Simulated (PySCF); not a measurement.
Computed shifts of a molecule C₃H₈AlF, PBE/pcSseg-1 (PySCF), GIAO, gas phase, atoms alike by connectivity averaged where their shifts nearly agree, in ppm (number of nuclei): ¹⁹F: -139.9 (1). ¹H: 5.23 (1), 1.52 (6), 0.72 (1). ¹³C: 22.3 (1), 21.4 (1), 21.2 (1). References: ¹⁹F against CFCl3 (σ = 133.6 ppm); ¹H against TMS (σ = 31.49 ppm); ¹³C against TMS (σ = 182.0 ppm), references at their B3LYP-D3(BJ)/def2-TZVP geometries, non-relativistic. Geometry: B3LYP-D3(BJ)/def2-SVP. Other conformers were not sampled.

**Question.** Pick the molecule that these values belong to.
(A) CC[CH2][AlH][F]
(B) C[CH2][Al]([CH3])[F]
(C) C[CH](C)[AlH][F]

**Answer.** C, C[CH](C)[AlH][F]
